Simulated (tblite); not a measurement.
Start geometry of `CC(C)(C)P1CC=CC1` from a force field or distance geometry (Å):
```
atom  x, y, z in Å
C1    -2.1924   -0.3858   -1.1008
C2    -1.0846    0.0902   -0.1734
C3    -1.4981   -0.1317    1.2495
C4    -1.0355    1.6035   -0.4092
P5     0.4499   -0.7112   -0.7103
C6     1.8818    0.4532   -1.0078
C7     2.5716    0.3305    0.2874
C8     2.3253   -0.6894    1.0409
C9     1.3601   -1.7054    0.5689
H10   -2.4022   -1.4517   -1.0182
H11   -1.7864   -0.1869   -2.1245
H12   -3.0727    0.2802   -0.9818
H13   -2.3784   -0.8341    1.2298
H14   -1.9596    0.8238    1.6397
H15   -0.7501   -0.4520    1.9498
H16   -0.3712    2.1210    0.2972
H17   -2.0944    1.9694   -0.3324
H18   -0.7546    1.6916   -1.4636
H19    2.5382    0.0261   -1.7883
H20    1.5422    1.4831   -1.2109
H21    3.2972    1.1281    0.6145
H22    2.8180   -0.8281    2.0359
H23    1.9079   -2.5142    0.0592
H24    0.6761   -2.0903    1.3562
```

Question: What comes out of this run: tblite 0.8.0, GFN2-xTB geometry optimisation, gas phase?

Answer: 
```
atom  x, y, z in Å
C1    -2.101   -0.669   -0.688
C2    -0.971    0.305   -0.347
C3    -0.885    0.494    1.164
C4    -1.259    1.646   -1.025
P5     0.594   -0.386   -1.178
C6     1.929    0.667   -0.395
C7     2.344   -0.020    0.868
C8     1.895   -1.248    1.046
C9     1.025   -1.805   -0.036
H10   -1.949   -1.634   -0.208
H11   -2.154   -0.828   -1.764
H12   -3.058   -0.272   -0.351
H13   -0.694   -0.447    1.674
H14   -1.831    0.891    1.533
H15   -0.098    1.194    1.434
H16   -0.494    2.383   -0.787
H17   -2.220    2.038   -0.694
H18   -1.292    1.525   -2.107
H19    2.774    0.716   -1.092
H20    1.593    1.692   -0.230
H21    2.996    0.494    1.558
H22    2.133   -1.863    1.900
H23    1.579   -2.552   -0.616
H24    0.132   -2.301    0.349
```

The energy falls by 141.3 kJ/mol over 184 L-BFGS steps, the largest force on an atom goes from 4.49 to 0.010 eV/Å, and the atoms move by 0.949 Å rms after alignment. The bond that changes most is C2–P5 (sp3 carbon bound to phosphorus to phosphine phosphorus), which lengthens by 0.089 Å. Bonds longer at the end by more than 0.005 Å: 8 of 24; shorter: 13. Among the angles that change most is C2–P5–C9, from 116.6° to 101.4°. Among the dihedrals that turn most is C1–C2–P5–C6, from 128° to -168°. Rotational constants go from 2374, 1046, 972.5 to 2208, 1114, 1060 MHz. The orientation of the end geometry is arbitrary; only internal coordinates are fixed.

On an Arm Neoverse N1 with one thread, no GPU, shared host with 64 logical CPUs at a one-minute load of 56, this took 2.9 s wall.

Its GFN2-xTB frequencies are all real (lowest 69 cm⁻¹). The numbers are those of one conformer.

The numbers are calculated, not measured.
